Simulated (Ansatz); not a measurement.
System: AlOClH2, charge 0, singlet. AlOClH2 (SMILES [OH][AlH][Cl]).
B3LYP-D3(BJ)/def2-TZVP minimum from Ansatz (a first-principles code):
```
Al
O 1 1.6877
H 2 0.9584 1 124.93
H 1 1.5571 2 119.14 3 180.00
Cl 1 2.1042 4 120.99 2 180.00
```
Charge 0, spin multiplicity 1.

Total energies in cc-pV(D+d)Z, 18 correlated electrons, 11 frozen orbitals. UHF or UKS for unpaired electrons; spin-orbit terms are left out. Correlated methods leave the cores frozen. No relativity.

```csv
method,program,energy (Eh),minus CCSDT(Q) (mEh)
HF,Ansatz,-777.58618,425.21
MP2,Ansatz,-777.97512,36.27
CCSD,Ansatz,-778.00122,10.17
CCSD(T),Ansatz,-778.00969,1.70
CCSDT(Q),Ansatz,-778.01139,0.00
```

Rough core times of Ansatz's runs on a shared machine: CCSD(T) under 20 s, CCSDT(Q) 2 min.
